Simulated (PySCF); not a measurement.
# Calculated NMR data

[PySCF 2.14: σ from GIAO-PBE0/pcSseg-1; coordinates at the GFN2-xTB level; isolated molecule; no relativistic terms; equivalent nuclei averaged; a single conformation]

Referencing at the same level of theory: ¹H (σref 31.72), ¹³C (σref 186.93) vs TMS. Splittings of carbon signals by F and P are missing where no couplings were computed. Where no couplings were computed, multiplicities follow the n + 1 count of equivalent neighbours, and m marks all less simple cases (inequivalent or close neighbours, rings, F or P nearby). Shifts are as computed. Against solution values, carbons near 30 ppm lie about +3 ppm off and those near 130 ppm about +5 ppm. Of 1211 compounds with measured shifts, 218 miss one by over three times the rms of a fit or turn the order of signals round; such compounds aren't used in these exercises.

Compound 1 (C$_{8}$H$_{7}$FO). ¹H NMR (400 MHz, computed): δ 8.68 (m, 1H), 7.80 (m, 1H), 7.56 (m, 1H), 7.45 (m, 1H), 2.74 (s, 3H). ¹³C{¹H} NMR (computed): δ 197.6, 173.5, 141.1, 139.1, 129.7, 127.7, 122.7, 35.0. Structure: SMILES c1ccc(C(C)=O)c(F)c1.

Compound 2 (C$_{5}$H$_{10}$O$_{2}$). ¹H NMR (400 MHz, computed): δ 3.86 (s, 3H), 2.32 (t, 2H), 1.74 (m, 2H), 0.92 (t, 3H). ¹³C{¹H} NMR (computed): δ 181.2 (C), 53.2 (CH3), 40.3 (CH2), 24.5 (CH2), 15.8 (CH3). Structure: methyl butyrate.
